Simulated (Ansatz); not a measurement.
**Abstraction of H: CH2Br2 + HS → CHBr2 + H2S**

Species: CH2Br2 (dibromomethane) `BrCBr`, singlet; HS, doublet; CHBr2 `Br[CH]Br`, doublet; H2S (hydrogen sulfide) `S`, singlet. A radical takes H: the energy is the difference in strength between the C–H bond broken and the S–H bond made.

Shapes, held fixed at every level: PBE0-D4/def2-TZVP. Programs: Ansatz 0.2.0. The zero-point and thermal change to 298 K, harmonic and unscaled (PBE0-D4/def2-TZVP), is -10.5 kJ/mol.

(1) Estimate ΔH(298 K) of this reaction.

Results:

(1) The highest level, CCSD(T)/def2-TZVPP, gives ΔH(298 K) = +28.4 kJ/mol; the levels span +7.7 to +44.7. The column of differences is taken from that level and isn't an error. No measured value is set beside it here. Open shells run unrestricted. Relativity is left out for Br. Outer-core shells of Br are correlated, in sets that cover them unevenly. Times are processor times on shared x86 and Arm servers, and rough.

| level | kind | ΔH(298 K) (kJ/mol) | less CCSD(T)/def2-TZVPP | CPU time (sum over the molecules) |
| --- | --- | --- | --- | --- |
| HF/def2-SVP | Hartree–Fock | +44.7 | +16.3 | – |
| PBE-D4/def2-TZVPP | GGA | +7.7 | -20.7 | 15 s |
| r2SCAN-D4/def2-TZVPP | meta-GGA | +8.7 | -19.7 | 36 s |
| BHLYP-D4/def2-TZVPP | global hybrid | +29.1 | +0.7 | 2.9 min |
| wB97X-V/def2-TZVPP | range-separated hybrid | +21.6 | -6.8 | 49 s |
| CCSD/def2-SVP | coupled cluster or CI | +35.3 | +6.9 | – |
| CCSD(T)/def2-TZVPP | coupled cluster or CI | +28.4 | 0.0 | 3.1 min |
